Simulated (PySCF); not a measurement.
**C₆ coefficients of unlike pairs at PBE**

Calculated with PySCF 2.14 from the dipole response of each species, C₆(A,B) = (3/π) ∫ α_A(iu) α_B(iu) du, in atomic units, from isotropic polarisabilities. For ions this is the dispersion term alone; charge-induced terms of lower order in 1/R come first.

```csv
species,configuration,basis,relativity,α (bohr³),C₆ (like pair)
Ti⁺,[Ar] 3d2 4s1 (4F),aug-cc-pwCVTZ (10s9p7d4f3g),none,47.53,300.5
Si⁺,[Ne] 3s2 3p1 (2P),aug-cc-pwCVTZ (8s7p5d3f),none,19.15,101.2
Pb²⁺,[Xe] 4f14 5d10 6s2 (1S),aug-cc-pVQZ-PP with ECP60MDF (7s7p5d3f2g),core potential,13.32,90.39
Sb,[Kr] 4d10 5s2 5p3 (4S),aug-cc-pVQZ-DK3 (9s8p6d3f2g),spin-free X2C,48.04,527.2
```

(1) Estimate C₆ for Pb²⁺ with Si⁺.

No spin-orbit coupling is included.

The other pairs:

| pair | C₆ |
| --- | --- |
| Sb, Ti⁺ | 387.5 |
| Sb, Si⁺ | 230.4 |
| Sb, Pb²⁺ | 203.6 |
| Pb²⁺, Ti⁺ | 140.6 |
| Si⁺, Ti⁺ | 166.7 |

## Answers

(1) The integral gives 90.07. The combination rule 2 C_A C_B / (C_A α_B/α_A + C_B α_A/α_B) gives 91.30 and the geometric mean 95.63.
